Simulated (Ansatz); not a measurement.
Reaction (hydrogen abstraction from the Si–H bond): `F[SiH](F)Cl` + H• → `F[Si](F)Cl`• + H₂

Computed with Ansatz on PBE0-D4/def2-TZVP structures; ΔE is electronic, products minus reactants. CCSD(T)/CBS adds triple-zeta CCSD(T) − MP2 to the extrapolated MP2 energy (def2 sets, frozen cores). This one scheme is used for every species, atoms too. DFT in def2-TZVPP. No spin–orbit coupling; open shells (•) take unrestricted orbitals.

Is it downhill or uphill in electronic energy at CCSD(T)/CBS, and by how much? (Estimate.)

The calculation gave: Downhill: ΔE = -0.28 eV.

What do these levels give: LDA (SPW92), revPBE-D4, r2SCAN0-D4, BHLYP-D4, PBE0, r2SCAN0, BHLYP, LC-ωPBE, MP2/def2-TZVPP, SCS-MP2/def2-TZVPP, CCSD(T)/def2-TZVPP, CCSD/CBS(def2)? (Estimate.)

The calculation gave: LDA (SPW92) -0.38, revPBE-D4 -0.51, r2SCAN0-D4 -0.40, BHLYP-D4 -0.30, PBE0 -0.33, r2SCAN0 -0.40, BHLYP -0.32, LC-ωPBE -0.29, MP2/def2-TZVPP -0.19, SCS-MP2/def2-TZVPP -0.23, CCSD(T)/def2-TZVPP -0.28, CCSD/CBS(def2) -0.28 eV.

Largest T1 diagnostic among the species: 0.013.

From r2SCAN to r2SCAN0 (25 % exact exchange), in def2-TZVPP and without D4, ΔE moves by +0.06 eV. At CCSD(T), def2-SVP lies +0.12 eV from the extrapolated value and def2-TZVPP +0.00 eV.
